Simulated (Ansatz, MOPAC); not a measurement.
Molecule: ZnO₂H₂, net charge 0, singlet state. SMILES: [OH][Zn][OH]

Atoms: Zn1, O2, H3, O4, H5. Bonds: Zn1-O2, Zn1-O4, O2-H3, O4-H5.

Bond lengths (Å) and angles (degrees) optimised at PM7 with MOPAC; HF/3-21G with Ansatz (a first-principles code); B3LYP/6-31G* with LANL2DZ past Ar with Ansatz, each started from the B3LYP-D3(BJ)/def2-TZVP structure (Ansatz) of the last column. A row stands for all coordinates that are equal there. 6-31G* holds six Cartesian d functions. No wavenumbers were computed at PM7, so these may be saddle points.

| coordinate | PM7 | HF/3-21G | B3LYP/6-31G* with LANL2DZ past Ar | B3LYP-D3(BJ)/def2-TZVP |
|---|---|---|---|---|
| Zn1-O2 | 1.717 | 1.710 | 1.815 | 1.776 |
| O2-H3 | 0.929 | 0.955 | 0.968 | 0.962 |
| O2-Zn1-O4 | 179.9 | 169.1 | 174.6 | 174.2 |
| Zn1-O2-H3 | 116.3 | 136.7 | 114.6 | 114.8 |

Mean signed difference of all 4 bond lengths from B3LYP-D3(BJ)/def2-TZVP: PM7 -0.046 Å, HF/3-21G -0.037 Å, B3LYP/6-31G* with LANL2DZ past Ar 0.022 Å.
